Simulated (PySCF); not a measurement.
**Electron correlation in Tl⁵³⁺ (thallium, charge +53)**

Starting occupation: [Ar] 3d10. All numbers are calculated (PySCF 2.14, X2C-1e with screened-nucleus spin-orbit coupling, Gaussian nucleus, in an even-tempered Gaussian basis (18 s from 5.1 bohr⁻², ratio 2.6; 15 p from 6.6 bohr⁻², ratio 2.6; 10 d from 6.6 bohr⁻², ratio 2.6; 5 f from 6.8 bohr⁻², ratio 2.8)). Frozen: [Ar]; 10 electrons correlated; the 98 highest virtual spinors left out.

MP2 pair energies summed by pair of shells (mhartree):

| pair | energy | share (%) |
| --- | --- | --- |
| 3d3/2-3d5/2 | -189.79 | 49.6 |
| 3d5/2-3d5/2 | -134.43 | 35.2 |
| 3d3/2-3d3/2 | -58.17 | 15.2 |

Total MP2 correlation energy: -382.39 mhartree.

The virtual space was cut to 70 spinors, which keep -378.01 of the -382.39 mhartree of MP2 correlation.

| level | correlation energy (mhartree) |
| --- | --- |
| CCSD | -374.85 |
| (T) | -0.12 |
| CCSD(T) | -374.97 |

Diagnostics: T1 = 4.0e-05, largest double amplitude 0.004.

Is a single reference adequate?

Yes: T1 lies below 0.03 and no double amplitude reaches 0.07.

At this charge the one-electron X2C treatment keeps the bare 1/r₁₂, with no two-electron picture change or Breit term. The effect here is smaller than on the frozen 1s shell.
